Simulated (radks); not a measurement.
The numbers below are computed, except where a source is named.
All-electron atom: the strontium ion Sr+ in [Kr] 5s1. Code: a radial shooting solver on a logarithmic mesh with Libxc functionals. Model: non-relativistic Kohn-Sham, PBE, spin-polarised, spherical densities, point nucleus; open shells are filled with parallel spins first (spin-orbit coupling, left out, can overturn this in heavy ions); relativity is left out, which matters for an element this heavy.

Unscreened Slater integrals over Kohn-Sham orbitals (hartree). They are taken over the spin-up orbitals.

| integral | value |
|---|---|
| F0(5s,5s) | 0.22889 |
| F0(5s,4p) | 0.28644 |
| G1(5s,4p) | 0.021424 |
| F0(5s,4s) | 0.29012 |
| G0(5s,4s) | 0.013111 |
| F0(5s,3d) | 0.30802 |
| G2(5s,3d) | 0.0065146 |
| F0(4p,4p) | 0.57414 |
| F2(4p,4p) | 0.30114 |
| F0(4p,4s) | 0.60862 |
| G1(4p,4s) | 0.41097 |
| F0(4p,3d) | 0.74844 |
| F2(4p,3d) | 0.15952 |
| G1(4p,3d) | 0.051275 |
| G3(4p,3d) | 0.048527 |
| F0(4s,4s) | 0.65075 |
| F0(4s,3d) | 0.83255 |
| G2(4s,3d) | 0.065609 |
| F0(3d,3d) | 1.8396 |
| F2(3d,3d) | 0.89457 |
| F4(3d,3d) | 0.56578 |
